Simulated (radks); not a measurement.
The numbers below are computed, except where a source is named.
Problem. Mean orbital radii <r> (bohr) of neutral rhodium, [Kr] 4d8 5s1, of relativity; Dirac values are averaged over j with weights 2j + 1. Spin-unpolarised spherical Kohn-Sham, PBEsol, point nucleus unless stated (finite: rms radius 4.4945 fm), a radial shooting solver on a logarithmic mesh with Libxc functionals. A level marked "c x" has the speed of light scaled by that factor and shares open shells by 2j + 1; other Dirac levels either fill j = l - 1/2 first or share by 2j + 1.

| shell | non-rel. |
|---|---|
| 1s | 0.03386 |
| 2s | 0.1473 |
| 2p | 0.1260 |
| 3s | 0.4033 |
| 3p | 0.3961 |
| 3d | 0.3701 |
| 4s | 1.010 |
| 4p | 1.095 |
| 4d | 1.572 |
| 5s | 3.429 |

Give the values at the level "Dirac, c x 2".

Solution. 
shell  Dirac, c x 2  change of magnitude (%)
1s          0.03356                    -0.88
2s           0.1459                    -0.95
2p           0.1254                    -0.47
3s           0.4002                    -0.77
3p           0.3947                    -0.36
3d           0.3702                    +0.03
4s            1.003                    -0.73
4p            1.092                    -0.30
4d            1.577                    +0.34
5s            3.391                    -1.11
